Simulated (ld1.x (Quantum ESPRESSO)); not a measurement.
## Pseudopotential generation for copper: ultrasoft, PBE, scalar-relativistic.

- Element: copper (Cu)
- Generator: ld1.x (Quantum ESPRESSO) 7.5
- Type: ultrasoft
- Functional: PBE
- Relativity: scalar-relativistic
- Frozen core: [Ar]
- Valence charge: 11
- Reference configuration: 3d10 4s1 4p0
- Partial waves: 4s (bound): rcut 1.75, rcutus 2.40 bohr; 4s channel at 3.55 Ry: rcut 1.75, rcutus 2.40 bohr; 4p (bound, empty): rcut 2.25, rcutus 2.95 bohr; 4p channel at 1.35 Ry: rcut 2.25, rcutus 2.95 bohr; 3d (bound): rcut 1.10, rcutus 1.55 bohr; 3d channel at 2.9 Ry: rcut 1.10, rcutus 1.55 bohr; 4f channel at 0.15 Ry: rcut 2.00, rcutus 2.60 bohr
- Local potential: all-electron potential smoothed inside 1.30 bohr (lloc = -1)
- Core correction: Bessel-smoothed model core inside 0.90 bohr
- Augmentation charge: PSQ, inside the norm-conserving radii

Poles of the logarithmic derivatives, all-electron (AE) and pseudo (PS). s: poles at 0.3 (AE) and 0.3, 0.4 (PS) Ry. p: poles at 1.1 (AE) and 1.1, 4.8 (PS) Ry. d: poles at -0.3, 2.6 (AE) and -0.3, 2.6 (PS) Ry. f: poles at 3.5 (AE) and 3.8 (PS) Ry. Test radius 3.20 bohr.

* Configuration tests: test run stopped at test 6 of 7 (negative rho)
* Lowest eigenvalue of the overlap operator: -15.18 (f channel); it is negative, so in a basis up to 400 Ry S is not positive definite and the file is unfit for use
* Density cutoff estimated by the generator: 414 Ry

The ghost test of this file was not conclusive. Its overlap operator is not positive definite in a basis up to 400 Ry (lowest eigenvalue f -15.18), so the file is unfit for use: the generalised eigenproblem breaks down once the basis is large enough, and its test numbers describe a broken file.
